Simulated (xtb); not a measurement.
SnClI₃, SMILES [Sn]([I])([Cl])([I])[I]. All values are semi-empirical tight-binding results from xtb (GFN2-xTB unless named), good for trends rather than for accurate numbers. Geometry optimised at GFN2-xTB.

Optimised geometry:

```xyz
5

Cl     0.0000     0.0000     2.7761
Sn     0.0000     0.0000     0.4380
I      2.2382    -1.2922    -0.4346
I      0.0000     2.5844    -0.4346
I     -2.2382    -1.2922    -0.4346
```
Charge 0, spin multiplicity 1.

For metal compounds this method's bond lengths and energies can be far off.

Computed properties:
The point group as xtb finds it is C3v, the orbital gap comes out as 1.42 eV and the zero-point energy is 1.7 kcal/mol. The G − E(el) at 298.15 K (modified RRHO) is -23.3 kcal/mol.

Problem. Give the atomic charges and the Wiberg bond orders between heavy atoms. (Estimate from the structure and the level; the computed values follow.)

Solution. charges (e) Cl1 -0.19, Sn2 0.44, I3 -0.08, I4 -0.08, I5 -0.08. Bond orders Cl1–Sn2 0.77, Sn2–I3 0.73, Sn2–I4 0.73, Sn2–I5 0.73.
